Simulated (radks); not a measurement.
The numbers below are computed, except where a source is named.
Pd IV, 43 electrons, occupied as [Kr] 4d6.5 5p0.5 (fractional occupations, a model configuration). Level of theory: scalar-relativistic Kohn-Sham, SCAN, spin-unpolarised, spherical densities, finite nucleus; meta-GGA in the generalised Kohn-Sham scheme; Fermi nuclear charge, rms radius 4.5318 fm (a radial shooting solver on a logarithmic mesh with Libxc functionals).

Normalised radial functions P(r) = r R(r), r in bohr:

```
   r/bohr * 3p, o 4p, + 5p (the largest magnitude, 1.79, reaches the edge; | marks zero, & curves that meet)
 0.001926                             &
 0.002225                             &
 0.002569                             &
 0.002967                             &
 0.003427                             &
 0.003957                             &
  0.00457                             &
 0.005236                             &
 0.006047                             &*
 0.006984                             &*
 0.008066                             &*
 0.009315                             +&
  0.01076                             +o*
  0.01242                             +o*
  0.01423                             +o *
  0.01644                             +o *
  0.01898                             |+o *
  0.02192                             |+o  *
  0.02532                             |+ o  *
  0.02924                             |+ o    *
  0.03377                             |+  o    *
  0.03869                             | + o      *
  0.04468                             | +  o      *
   0.0516                             | +  o       *
   0.0596                             | +   o        *
  0.06883                             | +   o        *
  0.07949                             | +   o        *
   0.0918                             | +  o        *
   0.1052                             |+  o      *
   0.1215                             |+ o    *
   0.1403                             &  *
    0.162                         * o+|
   0.1871                   *    o  + |
   0.2161            *         o   +  |
   0.2495       *            o     +  |
   0.2859   *                o     +  |
   0.3302  *                  o    +  |
   0.3813   *                    o  + |
   0.4404      *                     o+
   0.5086           *                 | + o
   0.5873               *             |   +    o
   0.6783                    *        |    +       o
   0.7771                        *    |    +          o
   0.8975                          *  |    +           o
    1.036                            *|  +            o
    1.197                            *|+            o
    1.382                           + *          o
    1.597                       +     *       o
    1.844                     +       *    o
    2.112                   +         *  o
     2.44                  +          *o
    2.818                   +         *o
    3.254                    +        &
    3.758                      +      &
     4.34                        +    &
    5.012                          +  &
    5.742                            +&
    6.632                            +&
    7.659                             &
    8.845                             &
```

3p: eigenvalue -568.74 eV, 1 radial node at r = 0.150 bohr, <r> = 0.378 bohr, 90 % of the charge inside 0.569 bohr. 4p: eigenvalue -96.435 eV, 2 radial nodes at r = 0.143, 0.457 bohr, <r> = 1.02 bohr, 90 % of the charge inside 1.50 bohr. 5p: eigenvalue -23.738 eV, 3 radial nodes at r = 0.142, 0.443, 1.23 bohr, <r> = 2.78 bohr, 90 % of the charge inside 4.00 bohr.
